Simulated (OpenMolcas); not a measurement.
Br V: the spin-orbit constant, worked from levels

* Program: OpenMolcas
* Basis: ANO-RCC-VQZP [7s6p4d2f1g]
* Scalar Hamiltonian: DKH2, point nucleus
* Active space: 3 electrons in 4 orbitals (4s 4p)
* State averaging: 2S+1 = 4 odd, 1 root; 2S+1 = 2 odd, 11 roots; 2S+1 = 4 even, 3 roots; 2S+1 = 2 even, 9 roots
* Spin-orbit coupling: state interaction with AMFI integrals over the reference wave functions, term energies averaged over their components

Methods: CASSCF; MS-CASPT2, IPEA 0.25 Eh, imaginary shift 0.1 Eh (closed shells correlated: 3d). Measured levels: Moore, Atomic Energy Levels, vol. II, NSRDS-NBS 35 (1971 reprint of NBS Circular 467, 1952).

**The spin-orbit constant.** For the Hund term ²P° of p1, E(J) = (A/2) J(J+1) + constant and ζ = 2S·A = A. From J = 1/2 to J = 3/2 the energy changes by 1.5 A.

```json
{"Source": "CASSCF", "E(3/2) - E(1/2)": "5384.1", "A": "3589.4", "ζ": "3589"}
{"Source": "MS-CASPT2", "E(3/2) - E(1/2)": "5407.8", "A": "3605.2", "ζ": "3605"}
{"Source": "measured", "E(3/2) - E(1/2)": "6090.0", "A": "4060.0", "ζ": "4060"}
```

All in cm-1. MS-CASPT2 is off by -11.2 % and CASSCF by -11.6 %. Both methods take the spin-orbit matrix elements from the reference wave functions, so the second can move ζ only through the term energies and any multistate remixing.

Over all roots computed the reference weight is 0.90 to 0.99 in MS-CASPT2; the roots of lowest weight are the least certain, and an intruder state may touch them. Measured partners are found by configuration, term and J. A level has none where our copy of the source lacks it or the pairing is in doubt (some pairs that miss far off the trend of their configuration count as doubtful), and it then counts in no deviation. Levels of configurations outside the active space are missing.

° marks odd parity.
